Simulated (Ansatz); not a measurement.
The same molecule with X = B, Al, Ga, In. Ansatz, PBE0-D4/def2-TZVP geometries, multiplicity 1.

Elements past krypton have def2 core potentials. Scalar relativity is left out up to krypton.

```csv
X,molecule,mean X–F bond length / Å,mean X–H bond length / Å,LUMO energy (ωB97M-V/def2-TZVPP) / eV,LUMO energy (B3LYP/def2-TZVPP) / eV,HOMO energy (PBE/def2-TZVPP) / eV
Al,`[F][AlH][F]`,1.639,1.559,0.68,-1.16,-8.65
Ga,`[F][GaH][F]`,1.740,1.536,0.33,-1.71,-8.69
In,`[F][InH][F]`,1.935,1.681,-0.27,-2.25,-8.23
```

Give the row for X = B, `FBF`. (An estimate is asked.)

Computed: 
| X | molecule | mean X–F bond length / Å | mean X–H bond length / Å | LUMO energy (ωB97M-V/def2-TZVPP) / eV | LUMO energy (B3LYP/def2-TZVPP) / eV | HOMO energy (PBE/def2-TZVPP) / eV |
| --- | --- | --- | --- | --- | --- | --- |
| B | `FBF` | 1.313 | 1.191 | 1.61 | -0.63 | -9.10 |

From B to In the mean X–F bond length rises at each step, by 0.622 Å in all; the mean X–H bond length isn't monotonic: highest at In, lowest at B; the LUMO energy (ωB97M-V/def2-TZVPP) falls at each step, by 1.88 eV in all; the LUMO energy (B3LYP/def2-TZVPP) falls at each step, by 1.62 eV in all; the HOMO energy (PBE/def2-TZVPP) isn't monotonic: highest at In, lowest at B. Bonds lengthen as the atom grows down the group.

B3LYP here is the variant with VWN-RPA as its local correlation; programs differ in this.
